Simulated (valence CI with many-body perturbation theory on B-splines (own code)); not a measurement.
Nd²⁷⁺: magnetic and hyperfine properties of the levels

Computed by valence CI with perturbative core correlation (CI+MBPT): five valence electrons over a frozen Dirac-Fock core [Ar] 3d10, radial functions for each j: 9 s, 9 p, 8 d, 6 f, 3 g, 1 h, with the one-electron correlation potential Σ1 (screened to all orders), the two-electron term Σ2, the three-electron term Σ3, Breit, model QED; selected single and double excitations, second order for the rest (own B-spline code, finite nucleus).

The last digits are not significant, and no measured levels were compared; by estimate large intervals hold to a few tenths of a per cent, small ones and those within an open d or f shell to about a per cent. Among the levels kept, up to 270 cm⁻¹ of a level comes from second order outside the variational space, and about a tenth of that is noise between levels of different J, which matters for small intervals.

A/g_I is the dipole constant over the nuclear g factor μ/I (μ in nuclear magnetons, uniformly magnetised nucleus), B/Q the quadrupole constant per barn. Both hold the static response of the core; the bare values leave it out. Large factors of s and p1/2 electrons are usually good to 5 to 10 %; those of open d and f shells near neutrality can be off by tens of per cent, and small factors of p3/2, d and f electrons come from cancelling terms and can be off by a factor of two or in sign, in half-filled shells by more. B is blank for J = 1/2, where it vanishes, and for nearly pure S terms. Energies count from the lowest level.

Levels are named by their leading jj configuration (3d3/2^4 stands for four electrons in 3d with j = 3/2), which in mixed levels can hold well under half, so a name can repeat and another be missing. Letters in brackets count levels of one name in rising energy.

| Level | E (cm⁻¹) | g | A/g_I (MHz) | A/g_I bare | B/Q (MHz/b) | B/Q bare |
| --- | --- | --- | --- | --- | --- | --- |
| (4s^2 4p1/2^2 4p3/2) J=3/2 | 0 | 1.426 | 21200 | 20100 | 37600 | 35900 |
| (4s^2 4p1/2 4p3/2^2) J=3/2 | 209680 | 1.422 | -2740 | -2830 | 11000 | 10600 |
| (4s^2 4p1/2 4p3/2^2) J=5/2 | 240970 | 1.198 | 50600 | 48400 | -212 | -195 |
| (4s^2 4p1/2 4p3/2^2) J=1/2 | 280780 | 0.662 | 160000 | 154000 |  |  |
| (4s^2 4p3/2^3) J=3/2 | 494750 | 1.280 | 24200 | 23100 | -48500 | -46400 |
| (4s 4p1/2^2 4p3/2^2) J=5/2 | 717310 | 1.515 | 115000 | 110000 | 17400 | 16600 |
| (4s 4p1/2^2 4p3/2^2) J=3/2 | 790490 | 1.175 | -35700 | -34200 | -22500 | -21500 |
| (4s 4p1/2^2 4p3/2^2) J=1/2 | 807160 | 2.268 | 452000 | 434000 |  |  |
| (4s^2 4p1/2^2 4d3/2) J=3/2 | 872300 | 0.864 | 8500 | 8430 | 5910 | 5710 |
| (4s^2 4p1/2^2 4d5/2) J=5/2 | 934940 | 1.185 | 7340 | 7310 | 11400 | 11000 |
| (4s 4p1/2 4p3/2^3) J=3/2 [a] | 955290 | 1.382 | 72300 | 69400 | -33900 | -32500 |
| (4s 4p1/2 4p3/2^3) J=5/2 | 993160 | 1.272 | 130000 | 124000 | -56200 | -53800 |
| (4s^2 4p1/2 4p3/2 4d3/2) J=1/2 [a] | 1028200 | 1.014 | -36000 | -34400 |  |  |
| (4s^2 4p1/2 4p3/2 4d3/2) J=3/2 [a] | 1030500 | 1.043 | 32200 | 31000 | -13000 | -12400 |
| (4s^2 4p1/2 4p3/2 4d3/2) J=5/2 [a] | 1059000 | 0.944 | 40500 | 39000 | -12900 | -12300 |
| (4s^2 4p1/2 4p3/2 4d3/2) J=7/2 | 1083000 | 1.092 | 35300 | 34000 | 26700 | 25600 |
| (4s^2 4p1/2 4p3/2 4d3/2) J=1/2 [b] | 1086500 | 0.594 | 42100 | 40600 |  |  |
| (4s^2 4p1/2 4p3/2 4d5/2) J=7/2 [a] | 1105100 | 1.311 | -4250 | -3950 | 48500 | 46500 |
| (4s 4p1/2 4p3/2^3) J=3/2 [b] | 1108400 | 1.080 | -711 | -511 | -12200 | -11700 |
| (4s^2 4p1/2 4p3/2 4d5/2) J=9/2 | 1137500 | 1.217 | 27000 | 26000 | 30800 | 29600 |
| (4s^2 4p1/2 4p3/2 4d5/2) J=5/2 [a] | 1150700 | 1.234 | 16500 | 16100 | -5450 | -5160 |
| (4s^2 4p1/2 4p3/2 4d5/2) J=3/2 [a] | 1159200 | 1.143 | -2980 | -2810 | 119 | 110 |
| (4s^2 4p1/2 4p3/2 4d3/2) J=5/2 [b] | 1186500 | 1.275 | 28500 | 27500 | -7000 | -6710 |
| (4s^2 4p1/2 4p3/2 4d3/2) J=1/2 [c] | 1189900 | 2.016 | 54500 | 52200 |  |  |
| (4s^2 4p1/2 4p3/2 4d3/2) J=3/2 [b] | 1196400 | 1.484 | 22100 | 21400 | -12800 | -12300 |
| (4s^2 4p1/2 4p3/2 4d5/2) J=7/2 [b] | 1204300 | 1.067 | 30500 | 29400 | 22100 | 21200 |
| (4s^2 4p1/2 4p3/2 4d5/2) J=3/2 [b] | 1237600 | 0.855 | 41800 | 40500 | 13700 | 13100 |
| (4s^2 4p1/2 4p3/2 4d5/2) J=5/2 [b] | 1239900 | 1.138 | -109 | 1.23 | 25600 | 24600 |
| (4s^2 4p1/2 4p3/2 4d5/2) J=1/2 | 1253200 | 1.149 | 124000 | 119000 |  |  |
| (4s 4p3/2^4) J=1/2 | 1289700 | 1.358 | 161000 | 155000 |  |  |
| (4s^2 4p3/2^2 4d5/2) J=7/2 | 1355500 | 1.256 | 12500 | 12100 | 9050 | 8700 |
| (4s^2 4p3/2^2 4d5/2) J=9/2 | 1367100 | 1.223 | 13800 | 13300 | 32500 | 31200 |
| (4s^2 4p3/2^2 4d3/2) J=1/2 | 1371300 | 1.108 | 11800 | 10700 |  |  |
| (4s^2 4p3/2^2 4d3/2) J=3/2 [a] | 1380300 | 1.146 | 17000 | 16300 | -18500 | -17800 |
| (4s^2 4p3/2^2 4d3/2) J=5/2 | 1385900 | 1.211 | 24900 | 24000 | -9370 | -8980 |
| (4s^2 4p3/2^2 4d3/2) J=7/2 | 1415200 | 1.104 | 19700 | 18900 | 702 | 802 |
| (4s^2 4p3/2^2 4d5/2) J=5/2 [a] | 1445200 | 1.204 | 6290 | 6290 | 56900 | 54500 |
| (4s^2 4p3/2^2 4d3/2) J=3/2 [b] | 1445600 | 1.013 | 12000 | 11800 | 9610 | 9280 |
| (4s^2 4p3/2^2 4d5/2) J=1/2 | 1477900 | 1.815 | 139000 | 134000 |  |  |
| (4s^2 4p3/2^2 4d5/2) J=3/2 | 1503800 | 1.056 | 9810 | 9720 | 5160 | 4960 |

Q: Take the isotope of mass number 143, with I = 7/2, μ = -1.065 μN, leaving out the quadrupole term. What is the hyperfine structure of (4s 4p1/2^2 4p3/2^2) J=1/2?

A: From the table A = -138000 MHz. Shifts from the centre of gravity in MHz: F = 3: 310000, F = 4: -242000.
